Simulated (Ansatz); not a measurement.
Compare A (`C[SiH2]NC=S`) with its isomer B (`C/N=C\[SiH2]S`).

Isolated molecules relaxed with PBE0-D4/def2-TZVP in Ansatz; ΔE leaves out vibrations. CCSD(T)/CBS adds triple-zeta CCSD(T) − MP2 to the extrapolated MP2 energy (def2 sets, frozen cores). DFT in def2-TZVPP. B3LYP here is the variant with VWN-RPA as its local correlation; programs differ in this. Each species was taken in one conformer, which may not be the lowest.

(1) Which isomer does CCSD(T)/CBS put lower? Give the gap. (Estimate.)

(2) Give E(B) − E(A) in kJ/mol with PBE0-D4, r2SCAN-D4, B3LYP-D4, MP2/def2-TZVPP, B2PLYP, HF/def2-TZVPP, CCSD(T)/def2-TZVPP. (Best estimate.)

Largest T1 diagnostic: 0.016.

Results:

(1) The calculation gave: A, by 103.7 kJ/mol.

(2) Ansatz gave: PBE0-D4 106.0, r2SCAN-D4 112.0, B3LYP-D4 107.1, MP2/def2-TZVPP 112.9, B2PLYP 109.1, HF/def2-TZVPP 99.0, CCSD(T)/def2-TZVPP 101.0. None reverses the order clearly.
